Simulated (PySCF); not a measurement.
# How the method changes the shape and vibrations of H4NSi

Calculated results; nothing here was measured. They come from PySCF 2.14.0, an open-source quantum chemistry program, on an isolated molecule that a program drew, which may never have been made. The molecule is H4NSi (charge 0, doublet), drawn as the SMILES string `N[SiH2]`.

The geometry was optimised and harmonic frequencies were computed with HF and MP2, all in the cc-pV(D+d)Z basis, for the commonest isotopes, with a restricted reference for singlets and an unrestricted one otherwise, and a frozen core in MP2. Each result is a local minimum of its method.

Geometry at the HF minimum:
```xyz
6
H4NSi, angstrom
N    -0.0137   -2.8421    0.4481
Si   -1.2220   -2.1397    1.4637
H    -0.2994   -3.4635   -0.2863
H     0.7468   -2.2688    0.1318
H    -0.5406   -1.4542    2.5919
H    -2.0943   -3.2298    1.9713
```

Lengths of the bonds as drawn, in Å (atoms numbered as above):
```
  bond     HF    MP2
N1-Si2  1.728  1.746
 N1-H3  1.004  1.020
 N1-H4  1.004  1.020
Si2-H5  1.486  1.488
Si2-H6  1.486  1.488
```

Rotational constants, in GHz:
```
constant     HF    MP2
       A  94.16  91.78
       B  13.81   13.6
       C  12.65   12.5
```

Harmonic frequencies in cm^-1, each column in rising order, so a row needn't be the same motion in every method:
| rank | HF | MP2 |
|---|---|---|
| 1 | 208 | 227 |
| 2 | 475 | ? |
| 3 | 681 | 657 |
| 4 | 843 | 800 |
| 5 | 862 | 821 |
| 6 | 964 | 927 |
| 7 | 979 | 932 |
| 8 | 1696 | 1575 |
| 9 | 2264 | 2230 |
| 10 | 2281 | 2257 |
| 11 | 3765 | 3575 |
| 12 | 3856 | 3678 |

**Estimate the missing MP2 frequency from the HF column.**

A single factor s that minimises the squared misfit of MP2 against s times HF over the other rows is sum(HF x MP2) / sum(HF^2) = 0.9587, with an rms misfit of 35 cm^-1. For rank 2 it gives 0.9587 x 475 = 455 cm^-1. The calculation gives 513 cm^-1, 58 cm^-1 above the estimate. The drawn bonds are on average 0.9 % longer in MP2 than in HF.
